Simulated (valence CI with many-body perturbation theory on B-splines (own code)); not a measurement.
Sensitivity of CI+MBPT for Bi XLIII

Calculated by configuration interaction combined with many-body perturbation theory (CI+MBPT): five valence electrons over a frozen Dirac-Fock core [Kr], a basis of 6 s, 6 p, 5 d, 5 f, 1 g functions for each j, with the one-electron correlation potential Σ1 (screened to all orders), the two-electron term Σ2, the three-electron term Σ3, Breit, model QED; selected single and double excitations, second order for the rest, scaled by the run's own slope (own B-spline code, finite nucleus).

No measured spectrum was set against this ion. As an estimate, large intervals hold to a few tenths of a per cent, small ones and those within an open d or f shell to about a per cent. Only levels of the ground parity were solved; by the run's estimate the other parity begins above the list, which can be wrong where configurations are misplaced.

The reference run has the lowest level (4d3/2^4 4d5/2) J=5/2 and an ionisation energy of 2091.61 eV. Its largest variational space holds 10000 state functions.

Levels are named by their leading jj configuration (3d3/2^4 stands for four electrons in 3d with j = 3/2), which in mixed levels can hold well under half, so a name can repeat and another be missing. Letters in brackets count levels of one name in rising energy.

| Level | Reference (cm⁻¹) | Shift (cm⁻¹) |
| --- | --- | --- |
| (4d3/2^3 4d5/2^2) J=5/2 [a] | 217441 | +2009 |
| (4d3/2^3 4d5/2^2) J=7/2 [a] | 260885 | +1990 |
| (4d3/2^3 4d5/2^2) J=3/2 [a] | 266465 | +1993 |
| (4d3/2^3 4d5/2^2) J=11/2 | 270203 | +2022 |
| (4d3/2^3 4d5/2^2) J=9/2 | 286666 | +2032 |
| (4d3/2^3 4d5/2^2) J=5/2 [b] | 298874 | +2041 |
| (4d3/2^3 4d5/2^2) J=1/2 | 310839 | +2093 |
| (4d3/2^3 4d5/2^2) J=7/2 [b] | 314735 | +2028 |
| (4d3/2^3 4d5/2^2) J=3/2 [b] | 376159 | +2101 |
| (4d3/2^2 4d5/2^3) J=5/2 [a] | 474955 | +3942 |
| (4d3/2^2 4d5/2^3) J=7/2 [a] | 506915 | +4006 |
| (4d3/2^2 4d5/2^3) J=11/2 | 512807 | +4034 |

The ionisation energy moves by +5.49 eV.

Which of these changes was made?
A. natural orbitals for correlation on → off; lowest core n in screening and Σ2 2 → 3
B. scale of Σ1 1 → 3
C. size limit of the variational space 10000 → 3000; second order for the rest on → off; three-electron term on → off

B. scale of Σ1 1 → 3.
